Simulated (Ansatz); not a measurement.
Born–Oppenheimer molecular dynamics of C3H11NO2Si (18 atoms, charge 0, multiplicity 1). It starts from a relaxed structure.

Level of theory: RKS r2SCAN-D4/STO-3G (Ansatz 0.2.0).

```json
{
  "ensemble": "NVE (Milne-controlled integrator)",
  "time step": "0.5 fs",
  "steps asked": "117",
  "starting velocities drawn for": "400 K",
  "seed": "184312"
}
```

First frame:

```xyz
18
Properties=species:S:1:pos:R:3
Si -0.007 -0.118 -0.340
N 0.165 -0.250 1.412
H -0.739 -0.519 1.868
H 0.415 0.669 1.847
O 1.547 0.050 -1.030
C 2.395 -1.075 -0.648
H 2.106 -2.027 -1.148
H 3.427 -0.833 -0.969
H 2.410 -1.264 0.448
O -0.676 1.359 -0.909
C -2.080 1.469 -0.536
H -2.257 1.436 0.565
H -2.442 2.452 -0.896
H -2.728 0.688 -0.996
C -0.965 -1.641 -0.884
H -1.932 -1.709 -0.373
H -1.156 -1.631 -1.962
H -0.406 -2.553 -0.650
```

Question: How far do the bonds stretch over the last three quarters of this one trajectory? (Pairs bonded in most of those frames.)

Answer: 
```tsv
bond	mean (Å)	spread (Å)	shortest	longest
Si1–N2	1.737	0.020	1.70	1.76
Si1–O5	1.713	0.023	1.66	1.75
Si1–O10	1.718	0.020	1.69	1.75
Si1–C15	1.890	0.029	1.83	1.93
N2–H3	1.038	0.009	1.02	1.06
N2–H4	1.040	0.015	1.01	1.07
O5–C6	1.454	0.024	1.42	1.49
C6–H7	1.115	0.004	1.11	1.12
C6–H8	1.108	0.026	1.07	1.15
C6–H9	1.117	0.029	1.07	1.16
O10–C11	1.464	0.015	1.44	1.49
C11–H12	1.127	0.054	1.04	1.22
C11–H13	1.108	0.023	1.06	1.15
C11–H14	1.111	0.021	1.07	1.15
C15–H16	1.095	0.022	1.07	1.13
C15–H17	1.096	0.027	1.06	1.14
C15–H18	1.096	0.020	1.06	1.13
```

Mean temperature of the second half: 189 K. The conserved energy stayed within 0.026 meV per atom of its start (net change 0.00089 meV per atom), so the integration is sound. Over the second half the temperature averaged 0.47 of the 400 K drawn at the start: a run that starts near a minimum puts about half its kinetic energy into the potential. A run of 0.059 ps of so small a system gives no equilibrium averages. Limits of this set-up: minimal basis.

The run took 15 min on 1 thread of Intel(R) Xeon(R) Platinum 8259CL CPU @ 2.50GHz (Skylake/Cascade Lake), with other jobs on the host, peak memory 0.16 GiB.
